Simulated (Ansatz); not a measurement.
Potential energy curve for SMg, lowest singlet found (which spin is the ground state isn't settled by this scan).

- RHF/cc-pVDZ (Ansatz, a quantum-chemistry and plane-wave program)
- RMP2 = Ansatz with MP2 on RHF/cc-pVDZ, frozen core
- RCCSD = CCSD on RHF/cc-pVDZ, frozen core in Ansatz
- RCCSD(T) = CCSD(T) on RHF/cc-pVDZ, frozen core run with Ansatz
- RCCSDT = CCSDT on RHF/cc-pVDZ, frozen core (Ansatz)
- RCCSDT(Q) = Ansatz with CCSDT(Q) on RHF/cc-pVDZ, frozen core
- RKS-PBE = restricted PBE/cc-pVDZ (Ansatz)
- UKS-PBE = unrestricted PBE/cc-pVDZ (Ansatz)
- RKS-PBE0 = restricted PBE0/cc-pVDZ in Ansatz
- UKS-PBE0 = unrestricted PBE0/cc-pVDZ run with Ansatz
- FCI = full CI/cc-pVDZ, frozen core (Ansatz)

All curves are set to zero at 2.15 Å and compared with full CI in the same basis at 2.15, 2.24, 2.36, 2.44, 2.47 Å.

Q: Order the methods by the spread of their error (largest minus smallest) over these points.

A: RCCSDT(Q) has the smallest spread and RMP2 the largest. In order (mEh): RCCSDT(Q) 0.08, RCCSDT 0.10, RCCSD 0.50, RCCSD(T) 0.58, UKS-PBE 1.21, RKS-PBE 2.65, RHF 4.55, RKS-PBE0 5.36, UKS-PBE0 5.52, RMP2 6.47.

Errors against full CI at some of the points (mEh):

```
method     2.47 Å
---------  ------
RCCSDT(Q)    -0.1
RCCSDT        0.1
RCCSD         0.4
RCCSD(T)      0.6
UKS-PBE      -0.8
RKS-PBE       2.6
RHF           4.6
RKS-PBE0      5.4
UKS-PBE0     -4.2
RMP2          6.5
```

The scan ran from 1.78 to 8.30 Å; beyond the distances shown full CI changes its symmetry label. The restricted form behind RHF, RMP2, RKS-PBE, RKS-PBE0 keeps the bonding electrons paired and can't separate into open-shell fragments. The unrestricted determinant behind UKS-PBE is spin-contaminated at 2.15 to 2.47 Å (<S²> up to 0.5, against 0.00 for a pure singlet). The unrestricted determinant behind UKS-PBE0 is spin-contaminated at 2.15 to 2.47 Å (<S²> up to 1.0, against 0.00 for a pure singlet). Also computed but left out beside FCI, since their determinant holds another spin at the minimum (<S²> over 0.7 above the pure value): UHF, UMP2, UCCSD, UCCSD(T), UCCSDT, UCCSDT(Q), UHF/6-31G*.
